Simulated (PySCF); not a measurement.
Species: C7H9F2P.
Numbering: `[CH3:1][CH:2]([CH3:3])[c:4]1[cH:5][c:6]([F:7])[c:8]([F:9])[pH:10]1` (hydrogens: H11, H12, H13 on C1; H14 on C2; H15, H16, H17 on C3; H18 on C5; H19 on P10)

The calculation used TDDFT CAM-B3LYP/def2-SVPD, vertical, gas phase, core orbitals frozen in the response in PySCF 2.14.0, density-fitted response routines. Geometry: PBE0-D3(BJ)/def2-SVP, one conformer, isolated molecule. Torsions of this conformer, `[CH3:1][CH:2]([CH3:3])[c:4]1[cH:5][c:6]([F:7])[c:8]([F:9])[pH:10]1`: C1–C2–C4–C5 -9°.

Each state is given a Gaussian of 0.5 eV full width at half maximum, with ε(max) = 2.175×10⁸ f / Δν̃ (Δν̃ the width in cm⁻¹). The cross-section is σ = 3.8235×10⁻²¹ ε cm², given in Mb (10⁻¹⁸ cm²). The width is an assumption, not a result. The curve ends short of the highest state used, and states not computed would add to its high-energy end.

```csv
E (eV),σ (Mb)
3.75,0.03
3.85,0.12
3.95,0.46
4.05,1.41
4.14,3.19
4.24,6.41
4.34,10.30
4.44,13.27
4.53,13.78
4.63,11.66
4.73,7.94
4.83,4.54
4.92,2.86
5.02,3.10
5.12,5.69
5.22,10.22
5.31,14.73
5.41,18.00
5.51,17.67
5.61,13.97
5.70,9.44
5.80,5.15
5.90,2.67
6.00,1.93
6.09,2.41
6.19,4.09
6.29,6.96
6.38,10.24
6.48,13.81
6.58,16.45
```

Task: Locate the maxima and give the states behind the curve.

Result: 275 nm (4.50 eV), ε about 3600, made up of S1 (100%); 227 nm (5.45 eV), ε about 4800, made up of S2 (49%) and S3 (51%) (ε in L mol⁻¹ cm⁻¹; maxima over ε = 5, shares over 10%). At its high-energy end, 6.58 eV, the curve is still rising (ε about 4300, from S5 and S7). The states used: S1 4.50 eV (f 0.067); S2 5.43 eV (f 0.044); S3 5.47 eV (f 0.046); S4 6.11 eV (f 0.0041); S5 6.53 eV (f 0.053); S6 6.74 eV (f 0.0033); S7 6.81 eV (f 0.039); S8 6.98 eV (f 0.0044); S9 7.07 eV (f 0.039); S10 7.18 eV (f 0.035).

Task: Coming from long wavelengths, where does ε first pass 100 L mol⁻¹ cm⁻¹?

Result: At about 315 nm (3.94 eV), 0.57 eV below S1.

Task: What would ε be at 5.45 eV, the highest of these maxima, with half the width (0.25 eV)?

Result: About 9460 L mol⁻¹ cm⁻¹ against 4800, a factor of about 1.97; a lone state at its own centre would give exactly 2.

Task: On this curve, what absorbance would a 10⁻⁵ mol/L sample give at 266 nm over a 1 cm path?

Result: 266 nm is 4.661 eV, where ε is about 2800 L mol⁻¹ cm⁻¹, so A = ε c l ≈ 0.028 (Beer–Lambert, with the gas-phase spectrum and the assumed width).

All these states lie below the vertical ionisation energy of 8.47 eV (ΔSCF).
